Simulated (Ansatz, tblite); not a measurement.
Removing and adding an electron: `C[Si](C)(C)C#Cc1ccc(-c2ccc(-c3ccc(-c4ccc(-c5ccc(-c6ccc(C#C[Si](C)(C)C)nc6)nc5)nc4)nc3)nc2)nc1`. Charge 0, multiplicity 1. Geometry: r2SCAN-D4/def2-SVP. Ansatz, gas phase; energy differences of separate SCF runs; the oxidised species was run as a doublet alone; the reduced species was run as a doublet alone.

```xyz
84

C    -2.593  -16.007    5.318
Si   -2.935  -15.656    3.505
C    -4.656  -16.244    3.033
C    -1.637  -16.467    2.417
C    -2.857  -13.829    3.244
C    -2.809  -12.612    3.081
C    -2.755  -11.207    2.891
C    -3.840  -10.365    3.212
C    -3.727   -8.997    3.003
C    -2.530   -8.470    2.477
C    -2.343   -7.026    2.230
C    -3.266   -6.044    2.627
C    -3.014   -4.706    2.350
C    -1.829   -4.350    1.677
C    -1.496   -2.949    1.351
C    -2.240   -1.847    1.804
C    -1.864   -0.560    1.440
C    -0.738   -0.378    0.613
C    -0.285    0.956    0.171
C     0.924    1.102   -0.534
C     1.336    2.362   -0.946
C     0.533    3.483   -0.652
C     0.898    4.858   -1.049
C     0.012    5.924   -0.812
C     0.363    7.211   -1.194
C     1.609    7.435   -1.815
C     2.048    8.777   -2.252
C     1.279    9.940   -2.070
C     1.768   11.162   -2.512
C     3.033   11.206   -3.137
C     3.555   12.453   -3.599
C     3.971   13.544   -3.980
Si    4.642   15.162   -4.561
C     5.203   16.140   -3.057
C     3.276   16.080   -5.468
C     6.089   14.826   -5.709
N     3.783   10.099   -3.319
C     3.299    8.940   -2.890
N     2.461    6.417   -2.038
C     2.119    5.189   -1.671
N    -0.631    3.345    0.011
C    -1.017    2.137    0.401
N    -0.012   -1.430    0.189
C    -0.374   -2.655    0.544
N    -0.943   -5.288    1.292
C    -1.189   -6.564    1.559
N    -1.496   -9.275    2.164
C    -1.601  -10.579    2.360
H    -2.633  -17.091    5.517
H    -1.595  -15.645    5.613
H    -3.335  -15.515    5.967
H    -4.748  -17.333    3.178
H    -5.427  -15.754    3.650
H    -4.878  -16.022    1.977
H    -1.652  -17.562    2.546
H    -1.814  -16.248    1.352
H    -0.625  -16.111    2.671
H    -4.759  -10.797    3.619
H    -4.572   -8.348    3.242
H    -4.183   -6.313    3.158
H    -3.740   -3.949    2.653
H    -3.109   -1.982    2.453
H    -2.437    0.293    1.808
H     1.515    0.207   -0.744
H     2.272    2.470   -1.497
H    -0.944    5.709   -0.329
H    -0.332    8.034   -1.010
H     0.301    9.903   -1.584
H     1.194   12.082   -2.384
H     5.613   17.118   -3.361
H     4.365   16.323   -2.366
H     5.986   15.600   -2.502
H     2.919   15.507   -6.338
H     3.639   17.057   -5.831
H     2.413   16.264   -4.808
H     5.774   14.234   -6.583
H     6.883   14.265   -5.192
H     6.523   15.771   -6.077
H     3.921    8.051   -3.043
H     2.869    4.416   -1.879
H    -1.983    2.102    0.921
H     0.239   -3.488    0.182
H    -0.446   -7.298    1.231
H    -0.733  -11.195    2.091
```

The xTB rows come from tblite. Single mean-field runs in def2-SVP are fitted with def2-universal-jkfit.

| level | −HOMO (eV) | vertical IE (eV) | −LUMO (eV) | vertical EA (eV) | HOMO–LUMO gap (eV) | IE − EA (eV) |
| --- | --- | --- | --- | --- | --- | --- |
| GFN1-xTB | 11.14 | 12.20 | 8.96 | 7.74 | 2.18 | 4.46 |
| GFN2-xTB | 9.77 | 11.07 | 8.13 | 6.86 | 1.65 | 4.21 |

**Question.** Estimate the rows for PBE-D4/def2-SVP, PBE0-D4/def2-SVP.

**Answer.** 
```csv
level,−HOMO (eV),vertical IE (eV),−LUMO (eV),vertical EA (eV),HOMO–LUMO gap (eV),IE − EA (eV)
PBE-D4/def2-SVP,5.37,6.58,3.19,2.04,2.18,4.54
PBE0-D4/def2-SVP,6.19,7.06,2.58,1.78,3.61,5.28
```

 Raw xTB energy differences between charge states are shifted by several eV; the methods need an empirical correction for them. Sets without diffuse functions give affinities that are too small.
